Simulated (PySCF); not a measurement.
A calculated (r2SCANh, PySCF 2.14, aug-cc-pVTZ, no relativity, point nucleus) atom or ion has these occupied shells.

| shell | electrons | orbital energy (eV) | rms radius, mean of both spins (bohr) |
| --- | --- | --- | --- |
| 1s | 2 | -4435.1 | 0.0852 |
| 2s | 2 | -514.07 | 0.375 |
| 2p | 6 | -429.05 | 0.342 |
| 3s | 2 | -89.063 | 1.14 |
| 3p | 6 | -66.336 | 1.22 |

Name the element and its charge.

Sc³⁺ (scandium, charge +3), in [Ar], closed-shell 1S.
